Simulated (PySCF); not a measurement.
## [Ti(NH2)(CH3)3] (charge 0, multiplicity 1)

Level of theory: PySCF with TPSSh-D3(BJ)/def2-TZVP // TPSS-D3(BJ)/def2-SVP.

| Item | Value |
|---|---|
| HOMO | -6.54 eV |
| dipole moment | 1.42 D |
| HOMO–LUMO gap | 4.54 eV |
| LUMO | -2.00 eV |
| charge on the central atom (Mulliken) | 1.25 e |
| charge on the central atom (meta-Löwdin) | 1.27 e |
| total energy | -27899.57 eV |
| cost | roughly 11 core-minutes |

```xyz
16

Ti    -0.3195     0.1949     0.0401
N      0.9270    -1.0463     0.6885
H      0.7783    -2.0593     0.6304
H      1.8285    -0.8608     1.1401
C     -0.7135    -0.2572    -1.9625
H      0.1918    -0.0838    -2.5776
H     -1.5236     0.4110    -2.3202
H     -1.0355    -1.3086    -2.0910
C      0.2491     2.1898     0.2521
H      1.2233     2.2756     0.7746
H     -0.5171     2.7374     0.8375
H      0.3389     2.6613    -0.7476
C     -2.1376    -0.1576     1.0099
H     -2.0520     0.1229     2.0788
H     -2.4460    -1.2185     0.9443
H     -2.9174     0.4729     0.5356
```
Charge 0, spin multiplicity 1.
